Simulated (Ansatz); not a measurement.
Rb3H4⁻: single points at one geometry.

```yaml
crystal:
  periodic: [false, false, false]
  atoms:
    - {symbol: Rb, position_ang: [-1.355539, -1.904112, 0.142075]}
    - {symbol: Rb, position_ang: [-0.942508, 2.125091, 0.262408]}
    - {symbol: Rb, position_ang: [2.323771, -0.233377, -0.174668]}
    - {symbol: H, position_ang: [-2.832746, 0.306810, -0.524293]}
    - {symbol: H, position_ang: [1.038053, -2.487257, -1.050244]}
    - {symbol: H, position_ang: [0.234749, -0.093824, 2.243238]}
    - {symbol: H, position_ang: [1.534220, 2.286670, -0.898525]}
basis:
  gaussian: {orbitals: "def2-TZVPPD.json", initial_orbitals: start.molden}
total_charge: -1
correlation: {method: ccsd_t}
scf: {omitted_lower_state_checks: [starts]}
output: {orbitals: {seedname: orbitals}}
```

The file start.molden holds the orbitals of an earlier run on this structure, at another level or in another basis.

```sh
$ ansatz run in.yaml --threads 4 --pin off --events-out ev --progress --plain --max-ram 3916MiB
```

It prints (some lines left out):

```
Functional definition: HF
1070 factors; integrals over basis functions are off by at most 1.5e-3 eV
mean field evaluation 1: about -2003.4171 eV, gradient 8.8e0 eV
mean field evaluation 2: about -2003.6902 eV, gradient 2.9e-1 eV
mean field evaluation 4: about -2003.6946 eV, gradient 2.5e-3 eV
mean field -2003.69464283 eV, -73.6344199708 hartree, gradient 6.9e-6 eV, S^2 0.000000; 0 other end points of the search recorded, 0 dependent functions left out
reference -2003.69464283 eV, -73.6344199708 hartree; 16, 16 occupied and 172, 172 virtual orbitals, 1070 factors
second order -10.73201981 eV of doubles, -0.00000000 eV of singles
cycle   1  -11.97802336 eV  change    -1.2e0 eV  update   9.0e-2
cycle   2  -12.43733288 eV  change   -4.6e-1 eV  update   3.2e-2
cycle   3  -12.46056601 eV  change   -2.3e-2 eV  update   1.2e-2
cycle   4  -12.45685861 eV  change    3.7e-3 eV  update   6.2e-3
cycle   5  -12.45588166 eV  change    9.8e-4 eV  update   2.7e-3
cycle   6  -12.45652154 eV  change   -6.4e-4 eV  update   1.0e-3
cycle   7  -12.45668418 eV  change   -1.6e-4 eV  update   4.1e-4
cycle   8  -12.45660532 eV  change    7.9e-5 eV  update   1.8e-4
cycle   9  -12.45657718 eV  change    2.8e-5 eV  update   7.7e-5
cycle  10  -12.45658937 eV  change   -1.2e-5 eV  update   2.9e-5
perturbative correction -0.20925682 eV, -0.0076900464 hartree
Total energy: -2016.36048902 eV, -74.0998812333 hartree
Checks for a lower state left out: starts
```

Run time 17 s (4 threads of AMD EPYC 9R45 on a shared host), peak host memory 2.5 GiB.

As the first input, with `gaussian: {orbitals: def2-TZVPD, initial_orbitals: start.molden}`, `hamiltonian: {xc: pbe, dispersion: d4}`, `output: {forces: true, orbitals: {seedname: orbitals}}` and without the key `correlation` (abridged; 0.85 s):

```
Functional definition: PBE
mean field -2029.97887702 eV, -74.6003477615 hartree, gradient 1.1e-5 eV, S^2 0.000000
Total energy: -2030.48693177 eV, -74.6190184289 hartree
Atom 0 force    -0.035872    -0.039832    -0.017003 eV/Å
Atom 1 force    -0.021610     0.048743    -0.012709 eV/Å
Atom 2 force     0.049962    -0.004135    -0.023154 eV/Å
Atom 3 force    -0.005353    -0.001252    -0.005240 eV/Å
Atom 4 force     0.003416    -0.006180    -0.006431 eV/Å
Atom 5 force     0.008027    -0.002652     0.070764 eV/Å
Atom 6 force     0.001429     0.005307    -0.006226 eV/Å
Dipole moment:     0.044595    -0.021123     0.398462 e Å
Checks for a lower state left out: starts
```

The first input with `gaussian: {orbitals: def2-TZVPD, initial_orbitals: start.molden}`, `hamiltonian: {xc: pbe0, dispersion: d4}` and without the key `correlation` (abridged; 0.7 s):

```
Functional definition: PBE0
mean field -2030.02829034 eV, -74.6021636673 hartree, gradient 1.9e-5 eV, S^2 0.000000
Total energy: -2030.47785695 eV, -74.6186849355 hartree
Checks for a lower state left out: starts
```

First input, but with `gaussian: {orbitals: def2-TZVPD, initial_orbitals: start.molden}`, `hamiltonian: {xc: {name: wB97X-V}}` and without the key `correlation` (abridged; 2.9 s):

```
Functional definition: wB97X-V
mean field -2030.16525359 eV, -74.6071969739 hartree, gradient 2.6e-5 eV, S^2 0.000000
Total energy: -2030.16524972 eV, -74.6071968319 hartree
Checks for a lower state left out: starts
```

First input, but with `gaussian: {orbitals: def2-TZVPD, initial_orbitals: start.molden}`, `hamiltonian: {xc: r2scan, dispersion: d4}` and without the key `correlation` (abridged; 1.2 s):

```
Functional definition: r2SCAN
mean field -2031.51355428 eV, -74.6567461103 hartree, gradient 6.0e-5 eV, S^2 0.000000
Total energy: -2031.66119935 eV, -74.6621719666 hartree
Checks for a lower state left out: starts
```

As the first input, with `gaussian: {orbitals: def2-TZVPD, initial_orbitals: start.molden}`, `hamiltonian: {xc: lda}` and without the key `correlation` (abridged; 0.4 s):

```
Functional definition: SPW92
mean field -2021.30177373 eV, -74.2814700970 hartree, gradient 1.9e-5 eV, S^2 0.000000
Total energy: -2021.30185215 eV, -74.2814729790 hartree
Checks for a lower state left out: starts
```

Geometry: PBE0-D4/def2-TZVPD.

In the def2 sets Rb takes a core potential; there is no spin–orbit coupling. Correlated methods freeze no core orbitals; core or outer-core shells of Rb are correlated, in sets that lack core-valence functions. Another isomer (singlet) lies 0.08 eV lower at PBE0-D4/def2-TZVPD; other spin states weren't run for this one.
